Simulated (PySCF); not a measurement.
SMILES [NH2][Be][O][SiH3] (PBE0/def2-SVP optimised geometry):

```
9

Be     0.750    -0.327    -0.004
N      2.247    -0.300    -0.008
H      2.841    -0.454     0.799
H      2.831    -0.124    -0.817
O     -0.671    -0.349     0.000
Si    -2.314    -0.349     0.000
H     -2.841     1.051     0.000
H     -2.833    -1.050     1.214
H     -2.836    -1.051    -1.213
```

Method: PBE0/def2-TZVP run with PySCF.

**Question.** What are the frontier orbital energies and the dipole moment?

**Answer.** HOMO-2 -8.70 eV, HOMO-1 -8.65 eV, HOMO -7.18 eV, LUMO -0.35 eV, LUMO+1 1.00 eV; dipole moment 1.45 D.

On the same geometry PBE/def2-TZVP in PySCF gives HOMO-2 -7.27 eV, HOMO-1 -7.24 eV, HOMO -5.76 eV, LUMO -1.03 eV, LUMO+1 0.17 eV; dipole moment 1.48 D.

Meta-Löwdin charges at PBE0/def2-TZVP: Be1 1.40, N2 -1.12, H3 0.23, H4 0.23, O5 -1.15, Si6 0.75, H7 -0.12, H8 -0.12, H9 -0.12.
